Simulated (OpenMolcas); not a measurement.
## neutral promethium: thermal populations, worked from levels

- Program: OpenMolcas 26.06
- Basis: ANO-RCC-VDZP [7s6p4d2f1g]
- Scalar Hamiltonian: DKH2, point nucleus
- Active space: 5 electrons in 7 orbitals (4f)
- State averaging: 2S+1 = 6 odd, 21 roots; 2S+1 = 4 odd, 224 roots (128 in the spin-orbit step); 2S+1 = 2 odd, 130 roots kept (CI in the orbitals of an earlier block)
- Spin-orbit coupling: RASSI with atomic mean-field integrals over the reference wave functions, term energies averaged over their components

Methods: CASSCF; MS-CASPT2, IPEA 0.25 Eh, imaginary shift 0.1 Eh (closed shells correlated: 5s 5p 6s). Measured levels: NIST Handbook of Basic Atomic Spectroscopic Data.

**Thermal populations.** Z = Σ (2J + 1) exp(-E/kT) with k = 0.695035 cm-1/K, over the levels below. No other level of either list lies under 5040 cm-1, which is above 7 kT at each temperature.

| Level | 2J + 1 | MS-CASPT2 | measured |
| --- | --- | --- | --- |
| 4f5 6s2 6H* 5/2 | 6 | 0.0 | 0.0 |
| 4f5 6s2 6H* 7/2 | 8 | 852 | 804 |
| 4f5 6s2 6H* 9/2 | 10 | 1864 | 1749 |
| 4f5 6s2 6H* 11/2 | 12 | 2990 | 2797 |
| 4f5 6s2 6H* 13/2 | 14 | 4200 | 3919 |

| T (K) | Z, MS-CASPT2 | Z, measured levels | Ground level (%), MS-CASPT2 | Ground level (%), measured levels |
| --- | --- | --- | --- | --- |
| 300 | 6.136 | 6.172 | 97.8 | 97.2 |
| 1000 | 9.228 | 9.588 | 65.0 | 62.6 |

At 1000 K, kT = 695 cm-1, and the computed levels give Z = 6.000 + 2.348 + 0.684 + 0.163 + 0.033 = 9.228.

CASPT2 does not keep the components of a term degenerate, so their means are used; among the terms shown or strongly mixed into the levels shown the widest spread is 410 cm-1 (4f5 6s2 6H*, MS-CASPT2). High states are left out of the spin-orbit mixing, which shifts the levels that they would mix with. With the s shell closed, the reference lacks s² → p² mixing. Without dynamic correlation excited terms often stand tens of per cent too high (terms of higher spin than the ground term too low), and those without a measured partner can miss by more than the paired ones (holds for CASSCF). Blocks of more than 70 roots (2S+1 = 4 odd, 2 odd) ran without multistate coupling (holds for MS-CASPT2). Computed and measured levels are paired by configuration, term and J; levels that our copy of the source lacks, or whose pairing is in doubt (as where it misses far off the trend of its configuration), stay unpaired and out of the deviations. Only configurations of the active space appear.

* marks odd parity.
